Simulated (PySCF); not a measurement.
**How methods differ on the ionisation energy of Cu(2+)**

Cu(2+) [Ar] 3d9 (2D) → Cu(3+) [Ar] 3d8 (3F), as a difference of total energies. Computed with PySCF 2.14 in dyall-av2z, with no relativity, point nucleus. Correlated levels: valence: [Ar] frozen; virtual orbitals above 40 to 60 times the deepest correlated orbital energy dropped. The calculations carry no spin-orbit coupling.

```
           method  ionisation energy (eV)  plus first-order spin-orbit estimate  difference from reference of that sum (eV)
              UHF                  34.299                                34.233                                      -2.608
              LDA                  38.324                                38.258                                      +1.417
              PBE                  37.621                                37.555                                      +0.714
             PBE0                  37.102                                37.036                                      +0.195
           r2SCAN                  36.746                                36.680                                      -0.161
            HSE06                  37.098                                37.032                                      +0.191
          wB97X-V                  37.153                                37.087                                      +0.246
            B97-3                  37.048                                36.982                                      +0.141
            TPSSh                  37.013                                36.947                                      +0.106
    MP2 (valence)                  36.744                                36.678                                      -0.163
SCS-MP2 (valence)                  36.520                                36.454                                      -0.387
```

Reference: 36.841 ± 0.012 eV (measured; NIST Atomic Spectra Database, ionization energies).

A first-order spin-orbit estimate (lowest level to lowest level, LS coupling) adds -0.066 eV.

These non-relativistic numbers lack the scalar-relativistic shift.

Errors of the correlated levels include the incompleteness of this basis and the frozen core.
